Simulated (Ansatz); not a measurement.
`B[C@@H]1O[C@@]1(F)[SeH]`, relaxed with RKS PBE0-D4/def2-TZVP in Ansatz 0.2.0 from a PBE-D4/def2-SVP geometry. The force threshold is 0.005 eV/Å; the program also tests the step.

The species carries charge 0 and has multiplicity 1.

Start:

```xyz
10

B     0.888    0.544    1.446
C    -0.278    0.587    0.430
O    -1.367   -0.434    0.542
C    -0.490   -0.600   -0.475
F     0.367   -1.657   -0.382
Se   -1.253   -0.443   -2.273
H     0.991   -0.364    2.242
H     1.718    1.431    1.403
H    -0.643    1.540    0.004
H     0.067   -0.605   -2.936
```

How much energy does the relaxation release, and in how many steps? (An estimate is asked.)

Computed: 0.05 eV, in 9 steps, 1 of them rejected.

Which bonds change most? (Estimate.)

The calculation gave: C4–Se6 from 1.960 to 1.936 Å; C2–C4 from 1.508 to 1.485 Å; B1–H8 from 1.216 to 1.195 Å; B1–H7 from 1.212 to 1.190 Å.

Give the relaxed structure. (An estimate is asked.)

The calculation gave: 
```xyz
10

B     0.886    0.540    1.430
C    -0.272    0.574    0.415
O    -1.353   -0.424    0.542
C    -0.486   -0.596   -0.473
F     0.348   -1.653   -0.363
Se   -1.240   -0.459   -2.250
H     0.979   -0.348    2.218
H     1.700    1.413    1.387
H    -0.633    1.512    0.000
H     0.070   -0.559   -2.906
```
